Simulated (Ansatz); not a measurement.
Calculated with Ansatz (gas phase, PBE0-D4/def2-TZVP geometries, no zero-point term in ΔE). CBS: MP2 limit from def2 TZ/QZ plus the TZ coupled-cluster correction, frozen cores. Functionals use def2-TZVPP. def2 core potentials past Kr. For I outer-core shells are correlated without core-valence functions, which leaves a few kJ/mol of doubt a bond. Each species was taken in one conformer, which may not be the lowest.

Consider the formal exchange of groups at the Si–C bond: `O[SiH](I)CF` + `CC(O)F` → `C[SiH](O)I` + `OC(F)CF`.

`O[SiH](I)CF`:

Z-matrix (Å, degrees):
```
Si
I 1 2.451
C 1 1.886 2 103.6
O 1 1.631 2 111.7 3 122.8
H 1 1.475 2 109.4 3 -120.1
F 3 1.389 1 110.4 2 -179.4
H 3 1.096 1 111.2 2 60.0
H 3 1.096 1 110.2 2 -59.3
H 4 0.959 1 119.1 2 -54.8
```

`CC(O)F`:

```xyz
9

C     0.536   -0.711   -0.511
C    -0.217    0.194    0.418
O    -0.483    1.383   -0.223
F    -1.416   -0.415    0.775
H    -0.040   -0.847   -1.427
H     1.502   -0.269   -0.760
H     0.697   -1.680   -0.038
H     0.313    0.355    1.366
H    -0.893    1.988    0.400
```

`C[SiH](O)I`:

```xyz
9

C    -0.739   -0.029   -0.964
Si    0.310   -0.364    0.528
O     0.133    0.752    1.714
I     2.658   -0.427   -0.204
H    -0.616   -0.826   -1.700
H    -1.792    0.020   -0.672
H    -0.463    0.916   -1.436
H     0.003   -1.666    1.156
H     0.507    1.624    1.577
```

`OC(F)CF`:

```xyz
9

O     0.758   -1.153    0.754
C     0.622    0.128    0.299
F     0.423    0.996    1.359
C    -0.535    0.285   -0.663
F    -1.654   -0.319   -0.121
H    -0.119   -1.478    0.994
H     1.563    0.416   -0.179
H    -0.302   -0.214   -1.608
H    -0.756    1.340   -0.834
```

Is it downhill or uphill in electronic energy at CCSD(T)/CBS, and by how much? (Best estimate.)

The calculation gave: Downhill: ΔE = -6.7 kcal/mol.

What do these levels give: ωB97X-V, B2PLYP, MP2/def2-TZVPP, HF/def2-QZVPP, SCS-MP2/def2-QZVPP, CCSD/CBS(def2)? (Estimate.)

Ansatz gave: ωB97X-V -6.9, B2PLYP -6.5, MP2/def2-TZVPP -7.3, HF/def2-QZVPP -7.0, SCS-MP2/def2-QZVPP -6.6, CCSD/CBS(def2) -6.7 kcal/mol.

Largest T1 diagnostic among the species: 0.011.

From PBE to PBE0 (25 % exact exchange), in def2-TZVPP and without D4, ΔE moves by −0.7 kcal/mol.
